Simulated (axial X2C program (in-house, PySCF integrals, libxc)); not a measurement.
# Ionising TiO

All values come from calculations with an axial X2C code built on PySCF integrals, spin-free (one-electron X2C) or two-component (2c: spin–orbit coupling with atomic mean-field Coulomb and Gaunt terms, which also bring small scalar terms), in Dyall basis sets with cores contracted in-house; open shells are unrestricted.

Basis sets: O dyall-av3z, Ti dyall-cv3z.

```
Hamiltonian  level       TiO state  Re (Å)  ωe (cm⁻¹)  De (eV)
  spin-free   PBE0  M_S = 1, Λ = 2   1.598     1067.1     6.99
         2c   PBE0           Ω = 1   1.598     1066.9      n/a
```

Adiabatic ionisation energy (minimum to minimum, no zero-point term) and constants of TiO⁺:

| Hamiltonian | level | TiO⁺ state | IE (eV) | Re (Å) | ωe (cm⁻¹) | De (eV) | fragments |
| --- | --- | --- | --- | --- | --- | --- | --- |
| spin-free | PBE0 | M_S = 1/2, Λ = 2 | 6.97 | 1.556 | 1147.9 | 6.48 | Ti+ + O |
| 2c | PBE0 | Ω = 3/2 | 6.97 | 1.556 | 1147.7 | n/a | Ti+ + O |

Add the zero-point terms to the ionisation energy at PBE0, 2c, and say whether the electron removed was bonding.

IE0 = IE + (ωe⁺ − ωe)/2 = 6.97 + (0.005) = 6.98 eV. Re changes by -0.042 Å, so the bond shortens, as on loss of an antibonding or a polarising non-bonding electron.

Each entry is the lowest single determinant of a limited PBE0 search at one distance. De goes to single-determinant-based atoms at the same level (for ions the charge split of lowest energy) and is withheld (n/a) where an atom does not fit its ground term or J level. Main or longest-lived isotopes. One determinant is a doubtful description, or other states lie close, for TiO, TiO⁺; these need not be ground states, and all values refer to the states named. With several unpaired electrons the Ω given is that of one determinant, not necessarily of the lowest component. The functionals have no current term, which raises determinants with orbital currents.
